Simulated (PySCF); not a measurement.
A calculated (TPSS, PySCF 2.14, cc-pV(T+d)Z, no relativity, point nucleus) atom or ion has these occupied shells.

```
shell  electrons  orbital energy (eV)  rms radius, mean of both spins (bohr)
 1s α          1              -3131.4                                 0.0998
 1s β          1              -3131.2                                 0.0998
 2s α          1              -310.86                                  0.452
 2s β          1              -310.68                                  0.452
 2p α          3              -244.76                                  0.420
 2p β          3              -244.48                                  0.420
 3s α          1              -37.596                                   1.48
 3s β          1              -36.098                                   1.48
 3p α          3              -22.843                                   1.69
 3p β          2              -21.754                                   1.69
```

Q: Name the element and its charge.

A: Ar⁺ (argon, charge +1), in [Ne] 3s2 3p5, 2P determinant.
